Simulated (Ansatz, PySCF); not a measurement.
Se(F)(NMe2) (C2H6FNSe), SMILES CN(C)[Se]F. Atoms are numbered in the order given.

```xyz
11

Se    -0.7694     0.3849     0.0000
F     -1.3331    -1.3200     0.0000
N      0.9875     0.1982     0.0000
C      1.6646    -0.2038    -1.2261
C      1.6646    -0.2038     1.2261
H      1.7115    -1.3038    -1.3287
H      2.6949     0.1899    -1.2243
H      1.1314     0.2075    -2.0936
H      2.6949     0.1899     1.2242
H      1.7115    -1.3038     1.3286
H      1.1314     0.2075     2.0936
```
Charge 0, spin multiplicity 1.

Coordinates come from a ωB97X-D3(BJ)/def2-SVP optimisation. This is a generated structure with no PubChem entry under its InChIKey; it may be hypothetical. The values are those of a single conformer.

Two levels are set side by side: PBE-D3(BJ)/def2-SVP (Ansatz, an electronic-structure program) and ωB97X-D3(BJ)/def2-SVP (PySCF). Each level has its own optimised geometry; the coordinates shown are those of the second. Frequencies come from the Hessian of PySCF at each geometry. Differences are taken from unrounded values.

| quantity | ωB97X-D3(BJ) | PBE-D3(BJ) | PBE-D3(BJ) minus ωB97X-D3(BJ) |
|---|---|---|---|
| mean bond length (Å) | 1.309 | 1.321 | 0.012 |
| bond Se1–F2 (Å) | 1.796 | 1.838 | 0.042 |
| bond Se1–N3 (Å) | 1.767 | 1.790 | 0.023 |
| bond N3–C4 (Å) | 1.457 | 1.459 | 0.002 |
| bond N3–C5 (Å) | 1.457 | 1.459 | 0.002 |
| bond C4–H6 (Å) | 1.106 | 1.114 | 0.009 |
| bond C4–H7 (Å) | 1.103 | 1.112 | 0.009 |
| bond C4–H8 (Å) | 1.098 | 1.105 | 0.007 |
| bond C5–H9 (Å) | 1.103 | 1.112 | 0.009 |
| bond C5–H10 (Å) | 1.106 | 1.114 | 0.009 |
| bond C5–H11 (Å) | 1.098 | 1.105 | 0.007 |
| highest harmonic wavenumber (cm⁻¹) | 3190 | 3092 | -97 |
| mean harmonic wavenumber (cm⁻¹) | 1386 | 1327 | -59 |
| zero-point energy (kcal/mol) | 53.51 | 51.24 | -2.27 |

Exact exchange shortens and stiffens bonds; PBE has none. Differences between two approximate levels are no errors against the true value.
